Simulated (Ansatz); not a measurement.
`C=C[Si](O)(O)[SiH3]`, charge 0, multiplicity 1.

Q: Give a relaxed structure at PBE0-D4/def2-TZVP (Ansatz). (An estimate is asked.)

A: Computed: 
```xyz
14

C    -1.447    1.223    1.465
C    -0.938    0.020    1.212
Si    0.563   -0.226    0.153
O     1.351   -1.497    0.851
O     1.475    1.146    0.104
Si    0.062   -0.662   -2.096
H    -0.993    2.128    1.068
H    -2.337    1.364    2.072
H    -1.439   -0.854    1.625
H     2.115   -1.846    0.389
H     1.739    1.519    0.949
H    -0.532    0.531   -2.756
H     1.290   -1.057   -2.844
H    -0.910   -1.787   -2.191
```
This is one stationary point; other conformers may exist.
